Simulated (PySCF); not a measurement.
# From a computed spectrum to the compound

A species of 11 atoms with charge 0 has these harmonic modes (PBE, small Gaussian bases with core potentials, PySCF 2.14.0):

```
cm⁻¹  km/mol  symmetry
  78     3.8          
  82     3.5          
 102     0.1          
 114     8.6          
 127     0.4          
 128     0.4          
 225     1.0          
 299   216.3          
 304   224.4          
 306     0.1          
 417    13.6          
 420    23.6          
 430   350.7          
 500    20.6          
 501    19.8          
 581   158.8          
 582   158.4          
 600    18.4          
1134   132.1          
1582    20.4          
1582    20.2          
3388    13.4          
3509    32.7          
3509    32.6          
3882    87.0          
3884    80.8          
3886    66.8
```

(1) Which species is it, and in which structure?

Results:

(1) Lu(OH)3(NH3) (singlet in the valence; each metal's 4f electrons, 14 of them, lie in its core potential, out of spins and levels):
```xyz
11

Lu    0.0648   -0.0697    0.0696
O     1.0720    1.4088    1.0153
H     1.6024    2.0277    1.5305
O    -1.4576   -0.9646    1.0565
H    -2.0894   -1.4512    1.5991
O     1.0129   -1.0980   -1.3942
H     1.5355   -1.6430   -1.9942
N    -1.2799    1.3534   -1.3781
H    -1.8761    1.9985   -0.8410
H    -0.6915    1.9324   -1.9935
H    -1.9040    0.8076   -1.9886
```
Ideal gas at 298.15 K and 1 bar: S = 426.8 J/(mol K), Cp = 153.6 J/(mol K), H − H(0 K) = 30.8 kJ/mol (rigid rotor, harmonic modes, spin degeneracy alone, that of the 4f electrons in the core included). An lcecp potential fixes the number of 4f electrons, so in runs with it no electron can move into or out of that shell.
 The answer isn't unique; the calculation gave this one.
